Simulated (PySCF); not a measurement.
Nitrosyl bromide, BrNO.
InChI=1S/BrNO/c1-2-3

Level: wB97X-D/def2-SVPD in PySCF, non-relativistic, on one gas-phase PBE0-D3(BJ)/def2-SVP geometry that isn't relaxed in the solvent. The solvent is an IEF-PCM continuum (van der Waals radii × 1.2), and excitations are vertical TDDFT with non-equilibrium linear response and a frozen core. Only the electrostatic response of the medium enters. Spin–orbit coupling is left out although an atom past zinc is present.

| run | E − E(gas) (kcal/mol) | HOMO (eV) | HOMO–LUMO gap (eV) | dipole (D) | lowest singlet (eV) | static polarisability (au) |
| --- | --- | --- | --- | --- | --- | --- |
| gas | 0.00 | -10.06 | 8.02 | 1.98 | 2.29 | 42.1 |
| P | -2.66 | -9.99 | 8.17 | 3.00 | 2.44 | 60.8 |
| Q | -2.49 | -10.00 | 8.16 | 2.94 | 2.43 | 59.4 |

Task: The runs were made in acetone and water. Which run belongs to which solvent?

Result: P = water, Q = acetone. The dielectric constants are 20.49 (acetone), 78.36 (water), and the energy falls further as ε rises. The optical constants n² used for the excitations are 1.85, 1.78 in the same order. In this model the ground state sees the solvent through ε alone.

Task: How constant is the ratio of the lowering to (ε − 1)/(2ε + 1)?

Result: 
```csv
solvent,(ε − 1)/(2ε + 1),E − E(gas) (kcal/mol),ratio (kcal/mol),polarisation term (kcal/mol)
acetone,0.464,-2.49,-5.4,-3.24
water,0.490,-2.66,-5.4,-3.51
```

The ratio changes by +1.1 % in size from acetone to water. The polarisation term is half the interaction of the solute with the induced surface charges.

On one thread, Arm Neoverse V1 (aarch64) (shared host), this took 3.6 s of wall time and 0.37 GiB of memory at its peak. This is the whole response run at wB97X-D/def2-SVPD in water, SCF included.

Note: wB97X-D ran without an empirical dispersion term, which enters the total energy and its gradient alone.
